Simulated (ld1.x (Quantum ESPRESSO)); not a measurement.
Values are calculated unless marked as measured or tabulated.
# Potentials for indium compared

Generated with ld1.x 7.5 (TM, RRKJ, ultrasoft, PAW), atompaw 4.2 or ONCVPSP 4.0.1. The cutoff is in Ry: for ld1.x and atompaw files where the sum of valence levels is converged to 10 mRy in a Bessel basis, for ONCV files where the hardest occupied wave has 1 mHa per electron of residual kinetic energy. The error is the largest all-electron minus pseudo excitation energy over each file’s own four to seven test configurations (ionisations up to +4, promotions, holes and added fractions of an electron), all of which were solved. The labels leave out finer settings (local radius, basis sizes, second energies), which also bear on the numbers. Spin-polarised tests are not counted. The rows are a selection from randomly drawn settings: files with unsolved tests, undetermined cutoffs or missed reference levels are left out.

A true bound ghost makes a file unfit for plane-wave use even where its test errors are small: the radial tests pick states by their node count and pass the ghost by.

```csv
potential,cutoff (Ry),largest error (meV),bound ghosts
"ultrasoft, LDA (PZ), scalar-relativistic, rc 2.25/2.80/2.45 (spd), local smoothed, core correction yes, reference 5s2 5p1",6,-247,s
"TM, LDA (PZ), scalar-relativistic, rc 1.90/2.35 (sp), local smoothed, core correction yes, reference 5s2 5p0.75",18,-203,"s, d"
"TM, PBE, scalar-relativistic, rc 2.30/2.20/2.25 (spd), local s, core correction yes, reference 5s2 5p0",18,-121,d
"RRKJ, LDA (PZ), scalar-relativistic, rc 0.84/1.24/1.28 (spd), local s, core correction yes, reference 4s2 4p6 4d10 5s0 5p0",180,+579,none
"ultrasoft, LDA (PZ), scalar-relativistic, rc 2.35/3.10/1.30 (spd), local smoothed, core correction no, reference 4d10 5s1.5 5p1.5",80,+32,none
"TM, PBE, non-relativistic, rc 2.45/3.10/1.45 (spd), local smoothed, core correction yes, reference 4d10 5s2 5p1",80,-192,none
"TM semilocal, Wu–Cohen, scalar-relativistic, rc 2.00/2.00/2.00 (spd), local s, core correction no, reference 5s1.75 5p1.25",21,+82,d
```

Fill in the row for In: TM, BLYP, non-relativistic, rc 2.25/2.70/1.85 (spd), local s, core correction yes, reference 4d10 5s1.75 5p1.25.

cutoff 70 Ry, largest error -244 meV, bound ghosts: none.
